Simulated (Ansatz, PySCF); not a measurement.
Bond stretch in BO, doublet.

Computed with: UKS-CAM-B3LYP = unrestricted CAM-B3LYP/cc-pVTZ (PySCF 2.14.0); ROHF/cc-pVTZ (PySCF); UKS-PBE = unrestricted PBE/cc-pVTZ (Ansatz, a first-principles code).

Energies are in kcal/mol, each relative to the lowest point of its own curve near equilibrium.

```tsv
R / Å	UKS-CAM-B3LYP	ROHF	UKS-PBE
0.91	170.9	164.4	181.0
0.96	103.0	96.7	111.4
1.03	43.3	?	49.5
1.09	?	12.0	19.6
1.13	5.6	3.3	?
1.17	0.9	0.0	2.1
1.20	0.0	0.3	0.2
1.22	0.5	1.6	0.0
1.28	6.0	9.6	?
1.33	?	19.9	9.8
1.40	?	37.8	22.0
```

**Question.** Complete the blanks.

**Answer.** 
- 1.03, ROHF: 38.2
- 1.09, UKS-CAM-B3LYP: 15.6
- 1.13, UKS-PBE: 8.3
- 1.28, UKS-PBE: 3.4
- 1.33, UKS-CAM-B3LYP: 14.1
- 1.40, UKS-CAM-B3LYP: 28.7

The scan ran from 0.91 to 4.82 Å; beyond the distances shown one of the unrestricted levels run for this scan, shown here or not, changes its spin distribution in one step.
